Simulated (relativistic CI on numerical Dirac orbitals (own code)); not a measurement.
**Radial parameters of Ti¹³⁺**

These numbers are calculated, not measured: Dirac-Coulomb-Breit CI, KLI orbitals optimised for each configuration, model QED, unscaled Slater integrals (own radial code, finite nucleus).

Slater integrals F^k, G^k are unscaled and averaged over j, outside the closed core 1s2; ζ comes from projecting the Hamiltonian with its Breit term on Σ l·s of the shell.

- 2s²2p⁵: ζ(2p) = 31335 cm⁻¹; <r>(2p) = 0.2769, <r^2>(2p) = 0.09365 (bohr units).
- 2s²2p⁴3s: F^2(2p,2p) = 349180, ζ(2p) = 32763, G^1(2p,3s) = 32750 cm⁻¹; <r>(2p) = 0.2716, <r^2>(2p) = 0.08992, <r>(3s) = 0.7858, <r^2>(3s) = 0.7008 (bohr units).
- 2p⁶3p: ζ(3p) = 7159.9 cm⁻¹; <r>(3p) = 0.7768, <r^2>(3p) = 0.6942 (bohr units).

Averages of the first 10 configurations, taken without configuration mixing, which lowers the lowest level and can move excited configurations by several eV; other configurations of the list can lie among them:

```
Configuration  Parity  States  Average energy above the lowest level (eV)
       2s²2p⁵     odd       6                                         2.2
        2s2p⁶    even       2                                       104.2
     2s²2p⁴3s    even      30                                       504.1
        2p⁶3s    even       2                                       705.2
        2p⁶3p     odd       6                                       728.8
     2s²2p⁴3p     odd      90                                       529.8
        2p⁶3d    even      10                                       760.1
     2s²2p⁴3d    even     150                                       561.6
      2s2p⁵3s     odd      24                                       597.1
      2s2p⁵3p    even      72                                       621.8
```
